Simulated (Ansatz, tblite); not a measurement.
Cost and result up the ladder for BMe2Br (C₂H₆BBr) (10 atoms). Total charge 0; singlet. Geometry: PBE0-D4/def2-SVP.

```xyz
10

B    -0.2446    0.2682   -0.3633
C     0.8375   -0.7629   -0.8162
H     0.3190   -1.7375   -0.9089
H     1.6217   -0.9061   -0.0558
H     1.2927   -0.5493   -1.7927
C    -0.6257    0.5300    1.1286
H     0.0605    1.3201    1.4916
H    -0.4474   -0.3490    1.7677
H    -1.6476    0.9046    1.2780
Br   -1.1662    1.2819   -1.7291
```

Ansatz on 4 threads of Arm Neoverse V2 on a shared host; xTB runs through tblite on one thread. Times are rough, summed over both states, and most runs start from the orbitals of an earlier one. PBE0-D4/def2-TZVP serves as the yardstick here, not as an exact answer. The other state is a triplet.

The xTB rows come from tblite.

xTB has no spin-polarisation term.

```tsv
level	functions	wall time	vertical triplet (eV)	difference from PBE0-D4/def2-TZVP (eV)
GFN2-xTB	27	0.008 s	4.86	-0.28
GFN1-xTB	33	0.012 s	4.88	-0.26
PBE-D4/def2-TZVP (with forces)	177	4.6 s	4.81	-0.33
PBE0-D4/def2-TZVP	177	6.8 s	5.14	0.00
r2SCAN-D4/def2-TZVP	177	10 s	4.95	-0.19
```
